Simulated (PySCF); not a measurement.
Computed IR spectrum (relative IR intensity) of a molecule C₃H₆BFO₂. Geometry: PBE-D3(BJ)/def2-SVP. Other conformers were not sampled. Level of theory: PBE-D3(BJ)/def2-SVP run with PySCF. No scaling factor is applied to the harmonic values.

ν (cm⁻¹): 269 (vw), 325 (vw), 560 (m), 571 (w), 642 (s), 953 (m), 974 (m), 985 (w), 1086 (w), 1281 (m), 1338 (vw), 1352 (w), 1367 (w), 1413 (vw), 1419 (w), 1427 (vs), 1721 (m), 2952 (w), 2984 (w), 3074 (w), 3079 (w), 3694 (m) (against the strongest line: vs over 80 %, s over 45 %, m over 15 %, w over 4 %, vw less)

Question: Pick the molecule that these values belong to.
A. C=COB(O)CF
B. C=C(C)OB(O)F
C. CB(CF)OC=O
D. CCC(=O)B(O)F

Answer: D, CCC(=O)B(O)F
